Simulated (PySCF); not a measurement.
Two-component Hartree-Fock for Ru²⁰⁺ (ruthenium, charge +20)

Start: [Ar] 3d6; 3d3/2 filled at m_j = -3/2, -1/2, +1/2, +3/2; 3d5/2 filled at m_j = +3/2, +5/2. Calculated with PySCF 2.14 in an even-tempered Gaussian basis (17 s from 2.3 bohr⁻², ratio 2.8; 12 p from 2.9 bohr⁻², ratio 2.8; 8 d from 2.9 bohr⁻², ratio 2.8; 4 f from 12 bohr⁻², ratio 3): generalised Hartree-Fock with the X2C-1e Hamiltonian and a Gaussian nucleus; one run each with spin-orbit coupling (SO) switched off, then screened by Boettger's factors.

| spinor shell | electrons | ε, spin-free (eV) | ε, screened SO (eV) | weight of nominal j (screened SO) | rms radius, screened SO (bohr) |
| --- | --- | --- | --- | --- | --- |
| 1s1/2 | 2 | -22920.3 | -22918.8 | 1.000 | 0.0384 |
| 2s1/2 | 2 | -3949.2 | -3948.6 | 1.000 | 0.157 |
| 2p1/2 | 2 | -3602.9 | -3696.2 | 0.998 | 0.137 |
| 2p3/2 | 4 | -3602.9 | -3558.8 | 0.999 | 0.141 |
| 3s1/2 | 2 | -1204.0 | -1203.8 | 1.000 | 0.410 |
| 3p1/2 | 2 | -1084.9 | -1110.7 | 0.886 | 0.402 |
| 3d3/2 | 4 | -920.55 | -920.72 | 0.737 | 0.376 |
| 3d5/2 | 2 | -920.55 | -920.85 | 0.831 | 0.377 |

Task: Where does 3p3/2 lie, and what is the 3p spin-orbit splitting (screened SO)?

Result: At -1072.5 eV, 38.187 eV above 3p1/2.

| quantity | spin-free | screened SO |
| --- | --- | --- |
| E (hartree) | -4322.00961 | -4322.76829 |
| M_J | 4 | 4 |
| ⟨J²⟩ | 20.001 | 20.020 |
| ⟨L²⟩ | 6.000 | 6.643 |
| ⟨S²⟩ | 6.001 | 5.608 |

Each row is a mean over spinors that exchange with the open shell spreads, by up to 29.112 eV (3p3/2).

Rows whose weight is well below 1 are mixtures of j = l ± 1/2: exchange outweighs spin-orbit coupling there, and the label is only the starting occupation.

Breit and QED terms are absent; they matter most for the inner s and p1/2 levels.

Densities and radii are taken from the X2C orbitals without a picture-change correction, which distorts them close to the nucleus.

Without spin-orbit coupling the j labels of p, d and f shells carry no meaning; the spin-free column gives the mean over the occupied spinors of each nl shell.
